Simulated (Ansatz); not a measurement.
Cost and result for the atomization energy of ClH5OSSi2 (`[SiH3]O[SiH](S)Cl`) (10 atoms, 9 bonds).

```xyz
10

Si    1.143   -1.100   -0.760
O     0.551   -0.310    0.555
Si   -0.662    0.603    1.111
S    -0.840    2.461    0.104
Cl   -2.401   -0.467    0.912
H     0.657   -2.501   -0.755
H     2.622   -1.075   -0.679
H     0.692   -0.421   -2.003
H    -0.426    0.900    2.533
H    -1.338    1.909   -1.017
```

The species carries charge 0 and has multiplicity 1. The geometry is a stationary point of PBE0-D4/def2-TZVP. It is one conformer, not always the lowest. Program: Ansatz. All runs use 4 threads of an Arm Neoverse V1 on a shared host. Times are those of one run each, without the atoms' runs, and a repeat can differ threefold. Electronic energies, without spin–orbit coupling; frozen cores. CCSD(T)/CBS adds CCSD(T) − MP2 in def2-TZVPP to the MP2 limit, and its time is that of the two runs behind it. T1 = 0.011. B3LYP takes the VWN-RPA correlation (the form of Gaussian; ORCA's B3LYP/G).

CCSD(T)/CBS is a level of theory with its own doubt, some kJ/mol a heavy atom from the limit and from the frozen cores, so smaller differences don't rank the functionals.

```json
{"level": "PBE-D4/def2-TZVPP (with forces)", "functions": "269", "wall time": "3.7 s"}
{"level": "PBE0-D4/def2-TZVPP", "functions": "269", "wall time": "5.5 s"}
{"level": "r2SCAN-D4/def2-TZVPP (with forces)", "functions": "269", "wall time": "7.5 s"}
{"level": "B3LYP-D4/def2-TZVPP (with forces)", "functions": "269", "wall time": "7.5 s"}
{"level": "B2PLYP/def2-TZVPP", "functions": "269", "wall time": "8 s"}
{"level": "ωB97X-V/def2-TZVPP", "functions": "269", "wall time": "12 s"}
{"level": "ωB97M-V/def2-TZVPP (with forces)", "functions": "269", "wall time": "18 s"}
{"level": "MP2/def2-QZVPP", "functions": "487", "wall time": "27 s"}
{"level": "CCSD(T)/def2-TZVPP", "functions": "269", "wall time": "3.5 min"}
{"level": "CCSD(T)/CBS(def2)", "functions": "–", "wall time": "3.9 min"}
```

**Question.** What atomization energy does each give, and how far from CCSD(T)/CBS? (Best estimate.)

**Answer.** The calculation gave: 
```json
{"level": "PBE-D4/def2-TZVPP (with forces)", "atomization (kcal/mol)": "797.3", "difference from CCSD(T)/CBS": "-6.9", "per bond": "-0.8"}
{"level": "PBE0-D4/def2-TZVPP", "atomization (kcal/mol)": "790.1", "difference from CCSD(T)/CBS": "-14.1", "per bond": "-1.6"}
{"level": "r2SCAN-D4/def2-TZVPP (with forces)", "atomization (kcal/mol)": "802.3", "difference from CCSD(T)/CBS": "-1.9", "per bond": "-0.2"}
{"level": "B3LYP-D4/def2-TZVPP (with forces)", "atomization (kcal/mol)": "794.8", "difference from CCSD(T)/CBS": "-9.4", "per bond": "-1.1"}
{"level": "B2PLYP/def2-TZVPP", "atomization (kcal/mol)": "786.7", "difference from CCSD(T)/CBS": "-17.5", "per bond": "-1.9"}
{"level": "ωB97X-V/def2-TZVPP", "atomization (kcal/mol)": "807.1", "difference from CCSD(T)/CBS": "2.9", "per bond": "0.3"}
{"level": "ωB97M-V/def2-TZVPP (with forces)", "atomization (kcal/mol)": "805.0", "difference from CCSD(T)/CBS": "0.8", "per bond": "0.1"}
{"level": "MP2/def2-QZVPP", "atomization (kcal/mol)": "806.9", "difference from CCSD(T)/CBS": "2.7", "per bond": "0.3"}
{"level": "CCSD(T)/def2-TZVPP", "atomization (kcal/mol)": "778.2", "difference from CCSD(T)/CBS": "-26.0", "per bond": "-2.9"}
{"level": "CCSD(T)/CBS(def2)", "atomization (kcal/mol)": "804.2", "difference from CCSD(T)/CBS": "0.0", "per bond": "0.0"}
```

From PBE to PBE0 (25 % exact exchange), in def2-TZVPP and without D4, the atomization energy moves by −6.2 kcal/mol: exact exchange takes away binding that semilocal exchange gives to molecules. In def2-TZVPP, CCSD(T) changes the Hartree–Fock value by +183.3 kcal/mol (the triples alone add +11.0 kcal/mol) and MP2 by +196.3 kcal/mol; breaking electron pairs costs correlation energy, which Hartree–Fock lacks. The D4 term adds +11.8 kcal/mol with B3LYP and +6.3 kcal/mol with PBE0; it sums over pairs of atoms, weighted by their polarisabilities, and B3LYP, whose exchange is more repulsive, gets the larger term.
